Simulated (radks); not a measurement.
Charge is removed step by step from the 2p up level of neutral nitrogen, starting from [He] 2s2 2p(up 3, down 0). All-electron calculation, non-relativistic Kohn-Sham, BLYP, spin-polarised, spherical densities, point nucleus. Program: a radial shooting solver on a logarithmic mesh with Libxc functionals.

removed (e),E - E(0) (eV),eigenvalue (eV),E minus straight line (eV)
0,0.000,-8.082,0.000
0.125,1.106,-9.630,-0.735
0.25,2.410,-11.235,-1.274
0.375,3.917,-12.893,-1.608
0.5,5.635,-14.602,-1.732
0.625,7.570,-16.361,-1.639
0.75,9.727,-18.168,-1.324
0.875,12.114,-20.021,-0.779
1,14.735,-21.920,0.000

Removing the whole electron costs 14.735 eV by Delta-SCF, against 8.082 eV from minus the eigenvalue at the starting occupation. Slater's transition state (half an electron removed) gives 14.602 eV. Integrating minus the eigenvalue over the occupation (Janak's theorem) gives 14.735 eV. The mean slope of the eigenvalue, de/dn, is 13.8 eV per electron. Ionisation energy of N in the NIST Atomic Spectra Database: 14.534 eV (measured).
